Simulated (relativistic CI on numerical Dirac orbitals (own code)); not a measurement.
**Rh⁵⁺: L2,3 absorption edge**

Computed with this model: Dirac-Coulomb-Breit CI, KLI orbitals optimised for each configuration, a model potential for QED, valence Slater integrals scaled by 0.7, multiplet model of core-to-valence dipole absorption; configurations [Kr] 4d4 → [He] 2s2 2p5 3s2 3p6 3d10 4s2 4p6 4d5; 80 K; Lorentzian 0.96 eV and Gaussian 0.5 eV FWHM. Energies are those of the free ion, without screening or charge transfer. The branching ratio is the share of the lower-energy edge in the whole absorption, uncertain by about 0.02 where the edges overlap. S is read from ⟨S²⟩ = S(S + 1).

Field parameters in Wybourne normalisation: D3d B²₀ = −7Dσ, B⁴₀ = −14Dq − 21Dτ, B⁴₃ = −14√(10/7) Dq. The field is a parameter set, without covalency.

free ion: ground-state S = 1.95, centroid 3036.78 eV, branching ratio 0.838. Peaks (eV, height): 3011.5 (33), 3013.7 (100), 3156.8 (18), 3158.2 (10).

D3d, 10Dq = 21000, Dσ = -1200, Dτ = -280 cm⁻¹: ground-state S = 1.14, centroid 3039.00 eV, branching ratio 0.823. Peaks (eV, height): 3013.7 (100), 3155.6 (23).

The statistical ratio of this edge is 2/3 = 0.667. Values above it arise where the holes sit mainly in the j = l + 1/2 valence subshell or the ground state has high spin; values below it where core-valence Coulomb terms move weight to the upper edge, as in nearly empty shells. At deep edges of heavy elements the radial integrals of the two core levels differ, which raises the baseline.

Strongest unbroadened transitions for D3d, 10Dq = 21000, Dσ = -1200, Dτ = -280 cm⁻¹:

| Energy (eV) | Relative strength |
| --- | --- |
| 3011.75 | 74.6 |
| 3011.93 | 35.1 |
| 3012.78 | 32.0 |
| 3012.84 | 29.0 |
| 3012.93 | 27.7 |
| 3013.18 | 55.3 |
| 3013.19 | 29.0 |
| 3013.37 | 39.6 |
| 3013.40 | 29.0 |
| 3013.55 | 48.1 |
| 3013.63 | 55.1 |
| 3013.64 | 62.4 |
| 3013.70 | 37.0 |
| 3013.75 | 31.4 |
| 3014.19 | 100.0 |
| 3014.21 | 81.9 |
| 3155.31 | 30.7 |
| 3155.47 | 42.1 |
